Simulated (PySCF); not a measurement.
## Correlation energy of Cr+ (chromium, charge +1)

[Ar] 3d5, high-spin 6S determinant. All numbers are calculated (PySCF 2.14, the non-relativistic Hamiltonian (point nucleus), in dyall-av2z). Frozen: [Ar]; 5 electrons correlated; the 25 highest virtual orbitals of each spin left out.

| level | correlation energy (mhartree) |
| --- | --- |
| CCSD | -75.06 |
| (T) | -1.41 |
| CCSD(T) | -76.47 |

Diagnostics: T1 = 0.011, D1 = 0.0153, largest double amplitude 0.027.

Problem. Is a single reference adequate?

Solution. Yes: T1 lies below 0.03 and no double amplitude reaches 0.07.
